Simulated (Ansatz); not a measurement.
Sr2O2. The state is a singlet with charge 0. Geometry relaxed at PBE-D4/def2-TZVP.

```
atom    x (Å)    y (Å)    z (Å)
 Sr1  -0.9557  -0.1051  -1.3105
 Sr2   0.9553   0.1049   1.3108
  O3   0.4318  -1.3608  -0.2057
  O4  -0.4314   1.3609   0.2054
```

In the def2 sets Sr takes a core potential; there is no spin–orbit coupling. The structure comes from a short search, and lower isomers may exist.

(1) Estimate the harmonic wavenumbers at RKS PBE-D4/def2-TZVP (Ansatz, unscaled). Is this a minimum?

Answers

(1) 183, 229, 363, 430, 484, 541 cm⁻¹. Yes, no mode is imaginary beyond noise. Zero-point energy 13.3 kJ/mol. It took 19 s on 4 threads of Arm Neoverse V2 on a shared host.
